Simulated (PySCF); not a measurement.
CH7NOSi2.
Z-matrix (Å and degrees, GFN2-xTB geometry), rows numbered from 1:
```
O 
C   1  1.2130
N   2  1.3316  1  124.61
Si  3  1.7817  2  121.15  1     0.02
Si  4  2.3082  3  104.97  2     0.37
H   2  1.1053  1  120.58  3   179.95
H   3  1.0070  2  116.80  1   179.95
H   4  1.4715  3  100.80  2   126.46
H   4  1.4714  3  100.85  2  -125.80
H   5  1.4598  4  114.20  3   -66.76
H   5  1.4601  4  114.06  3    66.07
H   5  1.4851  4  104.64  3   179.65
```

A calculation gives these core lines: C 1s: 293.96 eV; N 1s: 405.61 eV; O 1s: 537.37 eV; Si 1s: 1845.97 (area 1), 1846.75 (area 1) eV; Si 2p3/2: 106.24 (area 1), 107.01 (area 1) eV.

The calculation used delta-SCF UKS SCAN, pcX-2 on the ionised atom, pcseg-1 elsewhere, spin-free X2C in PySCF 2.14.0. One conformer (not necessarily the lowest) at the GFN2-xTB geometry, without solvent, vibrations or thermal averaging.

Task: Which silicon gives which Si 1s line?

Result: 1845.97 eV: Si5 (SiH3 silicon); 1846.75 eV: Si4 (SiH2 silicon). Lowest listed Si 1s: Si5, bonded to 3 H and Si. Highest, 0.78 eV above it: Si4, bonded to N, 2 H and Si. Summing the Pauling electronegativity differences to the bonded atoms, each weighted by its formal bond order, gives +0.90 for the lowest site and +1.74 for the highest.

Task: Which silicon gives which Si 2p3/2 line?

Result: 106.24 eV: Si5 (SiH3 silicon); 107.01 eV: Si4 (SiH2 silicon). Lowest listed Si 2p3/2: Si5, bonded to 3 H and Si. Highest, 0.77 eV above it: Si4, bonded to N, 2 H and Si.

Bonded neighbours of each site: O1: C (double bond); C2: O (double bond), N and H; N3: C, H and Si; Si4: N, 2 H and Si; Si5: 3 H and Si.

Task: Which photon wavelength matches the Si 1s of Si4 threshold?

Result: λ = hc/E = 12398.42 eV Å / 1846.75 eV = 6.714 Å.

Spin–orbit coupling isn't in the SCF: each 2p doublet comes from a relaxed spin-free hole plus a matrix of the shell (mean-field spin–orbit coupling and the ground-state 2p splitting), with 2p3/2 averaged over its two sublevels. 2p1/2 minus 2p3/2 (ligand field included): Si 0.62 eV.
